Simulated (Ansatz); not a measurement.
Geometry optimisation, Ansatz 0.2.0, RKS PBE-D4/def2-SVP.

Input file:

```yaml
crystal:
  periodic: [false, false, false]
  atoms:
    - { symbol: Al, position_ang: [0.0, 0.0, 0.0] }
    - { symbol: O, position_ang: [0.0, 0.0, 2.13] }
    - { symbol: H, position_ang: [-0.9095, -0.2814, 2.4671] }
    - { symbol: F, position_ang: [1.4635, 0.0, -0.845] }
    - { symbol: F, position_ang: [-1.4635, 0.0, -0.845] }
    - { symbol: Br, position_ang: [0.1215, 2.5689, 0.8545] }
    - { symbol: H, position_ang: [0.0592, 1.2514, 2.0086] }
basis:
  gaussian: { orbitals: def2-SVP }
hamiltonian:
  xc: pbe
  dispersion: d4
relax:
  f_tol: 0.15
  max_steps: 25
  restrain:
    - { distance: [0, 5], at: 3.61, k: 30.0 }
    - { distance: [6, 1], at: 2.21, k: 30.0 }
    - { distance: [0, 1], at: 1.78, k: 30.0 }
    - { distance: [6, 5], at: 1.55, k: 30.0 }
```

Run as:

```bash
$ ansatz run input.yaml --threads 2 --pin off --max-ram 3072MiB --backend cpu --events-out ev --progress --plain --runs-dir out
```

**Question.** Where does it end, and by what steps?

**Answer.** It converged. The restraints hold the end off the free minimum; the threshold counts their pulls, which the force column leaves out. Restrained pairs: Al1–Br6 (2.71 → 3.60 Å), O2–H7 (1.26 → 2.20 Å), Al1–O2 (2.13 → 1.75 Å), Br6–H7 (1.75 → 1.51 Å). After 10 steps the energy has fallen by 0.209 eV (the restraints' own energy left out); Br6 moved furthest, 0.71 Å.

```
step  energy less start (eV)  largest force component (eV/Å)  accepted
   0                  0.0000                           2.671       yes
   1                  0.3998                           2.220       yes
   2                  0.3142                           1.902       yes
   3                  0.0452                           1.637       yes
   4                 -0.1153                           1.441       yes
   5                 -0.1560                           1.311       yes
   6                 -0.1761                           1.217       yes
   7                 -0.1995                           1.203       yes
   8                 -0.2011                           1.193       yes
   9                 -0.2118                           1.104       yes
  10                 -0.2088                           1.186       yes
```

```xyz
7
Properties=species:S:1:pos:R:3
Al -0.065 -0.229 0.035
O -0.051 -0.295 1.788
H -0.910 -0.411 2.232
F 1.396 -0.224 -0.754
F -1.492 -0.332 -0.814
Br 0.133 3.157 1.250
H 0.259 1.873 2.034
```

Time of the run: 9.7 s on 2 threads of Intel(R) Xeon(R) Platinum 8559C (Emerald Rapids), on a shared host, peak memory 0.17 GiB.
